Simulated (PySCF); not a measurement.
Simulated outer-valence photoelectron spectrum of dibromosilane, `Br[SiH2]Br`. Computed with EOM-IP-CCSD/aug-cc-pVDZ in PySCF, restricted Hartree–Fock reference, frozen core, non-relativistic, gas phase, PBE0-D3(BJ)/def2-SVP geometry.

Each root has a Gaussian of 0.5 eV full width with its one-hole share as area; cross sections and vibrations are left out, and the highest printed point is 100.

(ionisation energy (eV), intensity): (10.2, 0), (10.4, 6), (10.6, 33), (10.8, 79), (11.0, 100), (11.2, 95), (11.4, 76), (11.6, 36), (11.8, 8), (12.0, 1), (12.2, 0), (12.4, 0), (12.6, 0), (12.8, 2), (13.0, 14), (13.2, 45), (13.4, 71), (13.6, 67), (13.8, 55), (14.0, 43), (14.2, 20), (14.4, 4), (14.6, 0), (14.8, 0), (15.0, 0), (15.2, 0), (15.4, 0), (15.6, 0), (15.8, 0), (16.0, 0), (16.2, 0), (16.4, 0), (16.6, 0), (16.8, 0), (17.0, 0), (17.2, 0), (17.4, 0), (17.6, 5), (17.8, 20), (18.0, 37), (18.2, 27), (18.4, 8), (18.6, 1)

Question: Where are the maxima, and how many lines lie under the curve?

Answer: 3 maxima, at 11.0, 13.5 and 18.0 eV, from 8 lines. At this width some lines have no maximum of their own.

Question: List the lines with their holes.

Answer: 
```
E (eV)  leading hole (HF orbital)  area  Koopmans (eV)
 10.86                       HOMO  0.96          11.51
 10.93                     HOMO-1  0.96          11.59
 11.23                     HOMO-2  0.96          11.92
 11.40                     HOMO-3  0.96          12.07
 13.32                     HOMO-4  0.95          14.00
 13.55                     HOMO-5  0.94          14.33
 13.94                     HOMO-6  0.93          14.93
 18.03                     HOMO-7  0.87          19.71
```

The widest gap, 4.09 eV, lies between 13.94 and 18.03 eV. Only orbitals with −ε under 21 eV, eight at most, were ionised, so the high end of the curve may lack lines.
